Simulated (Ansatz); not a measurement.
Stretching the C3–H5 bond in C2H6Zn (SMILES C[CH2][ZnH]) (multiplicity 1 held, fragments rigid). Energies count from the point at 1.095 Å.
Geometry at that point (charge 0, multiplicity 1):
```xyz
9

Zn    -0.10398     0.14811     0.83353
H     -0.34503     0.86439     2.18452
C      0.20221    -0.76014    -0.88504
C      0.18422     0.15106    -2.12118
H     -0.55495    -1.54400    -0.98684
H      1.16179    -1.28259    -0.81913
H      0.95367     0.92470    -2.06785
H     -0.77469     0.66152    -2.23669
H      0.36009    -0.41279    -3.04266
```

R- and RO- levels are restricted; in cc, def2 and unpolarised 6-31G sets they are followed outwards from rest. Active spaces are followed from a long bond inwards. Levels need not reach the same state.

Correlated levels freeze the cores.

The values were computed with Ansatz (a program for electronic structure). 

Energies in kcal/mol.

```
R (Å)  R-HF/def2-SVP  R-MP2/def2-SVP  CASSCF(2,2)/def2-SVP  FIC-MRCISD+Q on CASSCF(2,2)/def2-SVP
-----  -------------  --------------  --------------------  ------------------------------------
0.876           30.7            32.2                  33.8                                  32.5
0.985            6.2             6.9                   7.8                                   7.0
1.095            0.0             0.0                   0.0                                   0.0
1.204            3.8             3.2                   2.0                                   2.9
1.313           12.7            11.6                   9.0                                  10.8
1.478           30.2            28.4                  23.2                                  26.5
1.642           48.7            46.3                  38.0                                  42.7
1.916           77.4            73.9                  59.3                                  66.1
2.189          101.7            96.5                  74.6                                  82.9
2.518          125.2           117.2                  85.9                                  95.2
2.955          149.5           135.7                  92.7                                 102.7
3.503          171.6           147.0                  95.2                                 105.6
```

Doubts at one or more of the structures used: a restricted determinant that unrestricted orbitals would lower (R-HF/def2-SVP, R-MP2/def2-SVP).
